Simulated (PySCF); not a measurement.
# Computed data sheet: `CO[C@@H]1COC=C1F`

Species: C₅H₇FO₂.
Atom-mapped SMILES: `[CH3:1][O:2][C@@H:3]1[CH2:4][O:5][CH:6]=[C:7]1[F:8]` (hydrogens: H9, H10, H11 on C1; H12 on C3; H13, H14 on C4; H15 on C6)

Structural features include: C=C double bond, ether and C–F bond.

From PBE0-D3(BJ)/def2-SVP geometry optimisation, gas phase (PySCF):

```yaml
Point_group: C1
Rotational_constants_A_B_C: 3.039, 1.964, 1.317 GHz
```

From B3LYP/def2-SVPD ground state and vertical TDDFT (core frozen in the response) (PySCF):

```yaml
Dipole_moment: 1.24 D
HOMO_energy: -6.31 eV
LUMO_energy: -0.03 eV
HOMO–LUMO_gap: 6.28 eV
Lowest_singlet_excitation: 5.74 eV (216 nm, f = 0.079)
Strongest_line_among_the_6_lowest_singlet_transitions: S1 at 5.74 eV (216 nm, f = 0.079)
Static_isotropic_polarisability: 67.3 au
Electronic_spatial_extent_⟨r²⟩_about_the_centre_of_nuclear_charge: 907 bohr²
```

Monoisotopic mass from the formula: 118.0430 u.

The dipole matches unit charges of opposite sign 0.26 Å apart (1 e·Å = 4.8032 D). The 6 singlets span 5.74 to 6.81 eV, and their oscillator strengths add up to 0.19. S1 lies 0.54 eV below the HOMO–LUMO gap; its leading configuration is HOMO→LUMO, weight 0.69. With B = h/(8π²I), that is 505.379 GHz u Å² over I, the principal moments of inertia are 166.3, 257.3 and 383.7 u Å² (most abundant isotopes). The polarisability is 9.97 Å³ as a volume (1 au = 0.148185 Å³), or 1.09 au for each of the 62 electrons.

Shape of the structure used: `[CH3:1][O:2][C@@H:3]1[CH2:4][O:5][CH:6]=[C:7]1[F:8]`: C1–O2–C3–C4 -176°.

One conformer stands for the species.
